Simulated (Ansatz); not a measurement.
The same path of C₂H₆FSi (10 atoms, charge 1, multiplicity 1) was run 3 times with different band settings. The coordinate that changes most is the dihedral F3–C2–Si4–H8.

Computed with RKS PBE-D4/def2-SVP (Ansatz 0.2.0).

Relaxed end points:

```xyz
10
Properties=species:S:1:pos:R:3
C -0.423 1.144 -0.835
C -0.002 -0.211 -0.551
F 0.123 -0.988 -1.571
Si 0.439 -1.004 1.179
H -0.041 1.868 -0.085
H -1.537 1.130 -0.656
H -0.260 1.453 -1.888
H -0.017 -2.423 1.092
H -0.215 -0.131 2.198
H 1.934 -0.839 1.117
```

```xyz
10
Properties=species:S:1:pos:R:3
C -0.991 0.667 -0.875
C 0.301 0.143 -0.487
F 1.252 0.296 -1.343
Si 0.801 -0.739 1.184
H -1.584 1.003 0.002
H -1.557 -0.235 -1.247
H -0.947 1.404 -1.702
H -0.480 -1.197 1.795
H 1.416 0.444 1.881
H 1.790 -1.787 0.792
```

Common settings: spring 5.0 eV/Å²; optimiser quadratic models (default); start path IDPP; end points relaxed.

| run | movable images | climbing image | force threshold | iteration limit |
| --- | --- | --- | --- | --- |
| 1 | 5 | yes | 0.03 eV/Å | 60 |
| 2 | 5 | yes | 0.5 eV/Å | 60 |
| 3 | 8 | no | 0.03 eV/Å | 56 |

Question: What does each run give, and how far can it be trusted?

Answer: Run 1: converged after 6 iterations, highest image 0.019 eV above the first end. A vibrational analysis at the climbing image gives one clearly imaginary mode, 78i cm⁻¹: a first-order saddle point.
Run 2: converged after 2 iterations, highest image 0.033 eV above the first end. The threshold of 0.5 eV/Å is loose, so the images may lie well off the minimum-energy path. The order of the stationary point at the top wasn't checked.
Run 3: converged after 6 iterations, highest image 0.019 eV above the first end. No image climbed, so the highest image needn't sit at the top of the path.
Limits of this set-up: the dipole of an ion depends on the origin.
